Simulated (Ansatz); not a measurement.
GaH₃Cl, that is [GaClH3]- with one electron fewer. Charge 0, multiplicity 2. Geometry PBE-D4/def2-TZVPD; atoms count from 1.

```tsv
atom	x (Å)	y (Å)	z (Å)
Ga1	-0.022	0.188	-0.394
Cl2	-0.348	-1.636	0.917
H3	-1.353	0.976	-0.632
H4	1.308	0.087	-1.211
H5	0.415	0.385	1.321
```

(1) Estimate the Mulliken populations from the PBE0/def2-TZVPD orbitals of Ansatz.

(2) Where does the spin sit?

(3) And the Mayer bond orders between heavy atoms (over 0.3)?

Answers

(1) 
```json
{"atom": "Ga1", "charge (e)": "0.56", "spin (α − β)": "0.11"}
{"atom": "Cl2", "charge (e)": "-0.30", "spin (α − β)": "0.30"}
{"atom": "H3", "charge (e)": "-0.13", "spin (α − β)": "0.01"}
{"atom": "H4", "charge (e)": "-0.13", "spin (α − β)": "0.01"}
{"atom": "H5", "charge (e)": "0.01", "spin (α − β)": "0.56"}
```
Mulliken values depend strongly on the basis. With diffuse functions, as here, like atoms can get unlike values, and bond orders can come out too low or too high.

(2) Summed by element: Ga 0.11, Cl 0.30, H 0.58, of 1 unpaired in all. Largest on single atoms: H5 0.56, Cl2 0.30, Ga1 0.11.

(3) Ga1–Cl2 0.74 (2.27 Å).
